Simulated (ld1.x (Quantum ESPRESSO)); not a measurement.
**nitrogen (N): ultrasoft pseudisation with PBE, non-relativistic reference atom.**

```json
{
 "Element": "N (Z = 7)",
 "Generator": "ld1.x (Quantum ESPRESSO) 7.5",
 "Type": "ultrasoft",
 "Functional": "PBE",
 "Relativity": "non-relativistic",
 "Frozen core": "[He]",
 "Valence charge": "5",
 "Reference configuration": "2s2 2p2.5 (charge +0.5)",
 "Partial waves": "2s (bound): rcut 0.75, rcutus 0.90 bohr; 2s channel at 1.2 Ry: rcut 0.75, rcutus 0.90 bohr; 2p (bound): rcut 1.05, rcutus 1.45 bohr; 2p channel at 0.8 Ry: rcut 1.05, rcutus 1.45 bohr; 3d channel at -0.2 Ry: rcut 1.25, rcutus 1.45 bohr; 3d channel at 2.1 Ry: rcut 1.25, rcutus 1.45 bohr",
 "Local potential": "all-electron potential smoothed inside 0.80 bohr (lloc = -1)",
 "Core correction": "none",
 "Augmentation charge": "PSQ, inside the norm-conserving radii"
}
```

Poles of the logarithmic derivatives, all-electron (AE) and pseudo (PS). s: poles at 0.1 (AE) and 0.1 (PS) Ry. p: poles at 0.6 (AE) and 0.6 (PS) Ry. d: poles at no energy (AE) and no energy (PS) Ry. Test radius 1.60 bohr.

* Largest excitation error: +64 meV (all-electron minus pseudo) for 2s0 2p5, out of 7 test configurations
* Lowest eigenvalue of the overlap operator: -22.08 (d channel); it is negative, so in a basis up to 400 Ry S is not positive definite and the file is unfit for use
* Density cutoff estimated by the generator: 510 Ry

The ghost test of this file was not conclusive. Its overlap operator is not positive definite in a basis up to 400 Ry (lowest eigenvalue d -22.08), so the file is unfit for use: the generalised eigenproblem breaks down once the basis is large enough, and its test numbers describe a broken file.
